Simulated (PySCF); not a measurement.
## Polarisability and C₆ of V²⁺ (vanadium, charge +2)

[Ar] 3d3, high-spin 4F determinant. Calculation: PySCF 2.14, in aug-cc-pwCVTZ-DK (10s9p7d4f3g, 127 functions); scalar relativity by spin-free X2C-1e. Coupled (time-dependent) response in atomic units; α is the mean over directions.

| method | mean α (bohr³) | C₆ (like pair) | S(−4) |
| --- | --- | --- | --- |
| UHF | 4.003 | 12.14 | 9.200 |
| PBE | 5.028 | 15.15 | 20.23 |

S(−4) is the Cauchy moment in α(ω) = α(0) + S(−4) ω² + …

α(iu) at UHF:

```tsv
u (hartree)	α(iu) (bohr³)
0	4.003
0.0500	3.981
0.100	3.915
0.200	3.693
0.300	3.414
0.500	2.881
0.750	2.366
1.00	1.979
1.50	1.432
2.00	1.071
3.00	0.6504
5.00	0.3093
```

A single London oscillator, α(iu) = α/(1 + u²/ω²), gives C₆ = (3/4) ω α². Matching the computed C₆ needs ω = 4 × 12.14 / (3 × 4.003²) = 1.01 hartree.

For an ion, C₆ is the dispersion term alone; charge-induced terms of lower order in 1/R come first.
